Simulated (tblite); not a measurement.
Method: GFN2-xTB as coded in tblite; computed harmonic values from a numerical Hessian at the method's own geometry, unscaled. Errors from tens to a few hundred cm⁻¹ against measured bands are possible. Modes of hydrogen on silicon can be 10 to 20 % off. One conformer each. Open shells enter through the occupations alone, without spin polarisation, and single modes of such species can be off by tens of per cent. Thermal functions are those of the rigid rotor and harmonic oscillator, without mixing of conformers.

Task: Order these by their zero-point energy, highest first (kcal/mol).
A. `C=[C]O[SiH2]CCC` [radical]
B. `COC[C@H]([S])OCF` [radical]
C. `[CH2]C#Cc1cccs1` [radical]
D. `ClC[CH]C(N)=O` [radical]
E. `[NH]C(=O)CCCl` [radical]
F. `C1=C([C-]([N]O1)CC)CF` [radical]

Result: A (89.0), F (79.8), B (74.9), C (55.1), E (49.3), D (47.9).

```tsv
SMILES	atoms	mass (u)	symmetry number	modes under 300 cm⁻¹	ZPE (kcal/mol)	S translation (cal/(mol K))	S rotation	S vibration	S spin	S	Cp
C=[C]O[SiH2]CCC	18	115.06	1	8	89.0	38.2	27.5	23.6	1.4	90.6	28.7
CC[C-]1[N]OC=C1CF	17	129.06	1	6	79.8	38.5	28.0	17.3	1.4	85.2	26.6
COC[C@H]([S])OCF	16	139.02	1	7	74.9	38.7	28.1	19.1	1.4	87.4	26.4
[CH2]C#Cc1cccs1	13	121.01	1	4	55.1	38.3	27.5	11.0	1.4	78.2	23.0
[NH]C(=O)CCCl	11	106.01	1	3	49.3	37.9	25.9	8.4	1.4	73.6	18.2
NC(=O)[CH]CCl	11	106.01	1	5	47.9	37.9	26.5	12.2	1.4	78.0	20.8
```

Entropies and Cp are for 200 K and 1 bar.
